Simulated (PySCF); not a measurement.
Working out the excitation energy of Br⁺

Br⁺ [Ar] 3d10 4s2 4p4 (3P) → Br⁺ [Ar] 3d10 4s1 4p5 (3P). Computed with PySCF 2.14 in aug-cc-pwCVDZ-PP with ECP10MDF (6s5p4d1f, 48 functions), with scalar relativity through the core potential. Frozen: 3s2 3p6 3d10. Energies in hartree (1 hartree = 27.21139 eV):

| part | Br⁺ (lower) | Br⁺ (upper) |
| --- | --- | --- |
| UHF | -415.080580 | -414.556274 |
| CCSD correlation | -0.099478 | -0.186900 |
| (T) | -0.001519 | -0.010450 |

What does Hartree-Fock give?

(-414.556274) − (-415.080580) = 0.524306 hartree = 14.267 eV.

What do CCSD and CCSD(T) give?

The CCSD correlation energies differ by -0.087422 hartree = -2.379 eV and the triples by -0.008931 hartree = -0.243 eV, so CCSD gives 11.888 eV and CCSD(T) 11.645 eV.

Measured between the centres of the two terms (NIST): 11.924 eV, so CCSD(T) (valence) is off by -0.279 eV.

A double-zeta basis recovers only part of the correlation energy.

The coupled-cluster amplitudes are large, so a single reference is strained.

What remains against the reference includes basis incompleteness, the frozen core and higher excitations.
